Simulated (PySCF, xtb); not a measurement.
Be(F)(OH) (BeFHO), SMILES [OH][Be][F].

GFN2-xTB (xtb) at its own geometry gives an orbital gap of 9.18 eV and a dipole moment of 3.21 D.

The structure is a stationary point at TPSSh-D3(BJ)/def2-TZVP. Other conformers were not sampled.

Q: What does PySCF with M06-2X/def2-TZVPD give? (The exact figures need the calculation; the answer reports its results.)

A: gap 10.85 eV (levels -11.36 and -0.51 eV), dipole 1.96 D.
